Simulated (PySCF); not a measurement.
**`F[C@@H]1[CH2][GeH2][C@H](F)C1`, C4H8F2Ge**

Molfile (atoms numbered from 1):
```
C4H8F2Ge
     RDKit          3D

 15 15  0  0  0  0  0  0  0  0999 V2000
    0.9985   -0.5721    1.5395 F   0  0  0  0  0  0  0  0  0  0  0  0
    1.1427   -0.5188    0.1597 C   0  0  2  0  0  0  0  0  0  0  0  0
    1.1111    0.9548   -0.2078 C   0  0  0  0  0  0  0  0  0  0  0  0
   -0.7551    1.3780    0.3098 Ge  0  0  0  0  0  4  0  0  0  0  0  0
   -1.3361   -0.4936   -0.1081 C   0  0  2  0  0  0  0  0  0  0  0  0
   -1.9085   -1.0442    1.0279 F   0  0  0  0  0  0  0  0  0  0  0  0
   -0.0510   -1.2407   -0.4610 C   0  0  0  0  0  0  0  0  0  0  0  0
    2.0913   -1.0179   -0.0720 H   0  0  0  0  0  0  0  0  0  0  0  0
    1.8739    1.4963    0.3464 H   0  0  0  0  0  0  0  0  0  0  0  0
    1.2966    1.0845   -1.2725 H   0  0  0  0  0  0  0  0  0  0  0  0
   -0.9325    1.6798    1.7607 H   0  0  0  0  0  0  0  0  0  0  0  0
   -1.4213    2.4396   -0.5246 H   0  0  0  0  0  0  0  0  0  0  0  0
   -2.0891   -0.6089   -0.8924 H   0  0  0  0  0  0  0  0  0  0  0  0
    0.0806   -1.2656   -1.5430 H   0  0  0  0  0  0  0  0  0  0  0  0
   -0.1054   -2.2633   -0.0846 H   0  0  0  0  0  0  0  0  0  0  0  0
  1  2  1  0
  2  3  1  0
  3  4  1  0
  4  5  1  0
  5  6  1  0
  5  7  1  0
  7  2  1  0
  2  8  1  1
  3  9  1  0
  3 10  1  0
  4 11  1  0
  4 12  1  0
  5 13  1  6
  7 14  1  0
  7 15  1  0
M  END
```

Method: TDDFT B3LYP/def2-SVPD circular dichroism and optical rotation, one conformer, gas phase in PySCF. Geometry: GFN2-xTB.

The calculation is non-relativistic, which matters for the atoms heavier than Zn. States above about 7.7 eV (minus the energy of the highest occupied orbital) lie near or above the ionisation threshold and depend on the basis.

**Question.** Draw the ECD and absorption spectra from the lowest 8 states, each a Gaussian of half-width 0.25 eV at 1/e height.

**Answer.** 
```csv
E (eV),λ (nm),Δε (L mol⁻¹ cm⁻¹),ε (L mol⁻¹ cm⁻¹)
6.46,192,+0.04,35.7
6.61,188,+0.33,325
6.76,184,+1.35,1510
6.91,180,+2.72,3600
7.06,176,+2.54,4390
7.21,172,-0.15,2870
7.36,169,-4.63,1710
7.51,165,-10.03,3390
7.66,162,-16.47,8890
7.81,159,-20.47,14200
7.96,156,-15.07,12300
```
Δε uses R in velocity form, ε uses f in length form. Only the states computed contribute, so the short-wavelength end is incomplete.
